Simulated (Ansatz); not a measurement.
Molecule: VF₃, net charge 0, triplet state. The spin state was set by rule; other spins were not relaxed. SMILES: [F][V]([F])[F]
Coordinates optimised at B3LYP-D3(BJ)/def2-TZVP (Ansatz, an electronic-structure program):
```
V
F 1 1.7435
F 1 1.7575 2 124.45
F 1 1.7575 2 124.45 3 180.00
```
Charge 0, spin multiplicity 3.

Q: Give the harmonic wavenumbers at B3LYP-D3(BJ)/def2-TZVP (Ansatz, finite differences of forces, unscaled).

A: 111, 145, 190, 665, 680, 787 cm⁻¹. Zero-point energy 3.7 kcal/mol.

Q: From these and the geometry, give the ideal-gas thermochemistry at 298.15 K and 1 atm (rigid rotor, harmonic oscillator).

A: Point group C2v, rotational symmetry number 2. Rotational constants 6.332, 5.314, 2.889 GHz. S(trans) 39.95, S(rot) 24.23, S(vib) 9.11, S(elec, spin only) 2.18, S 75.5 cal/(mol K). H(298) - H(0) 3.80 kcal/mol; G - E(el) -15.0 kcal/mol.
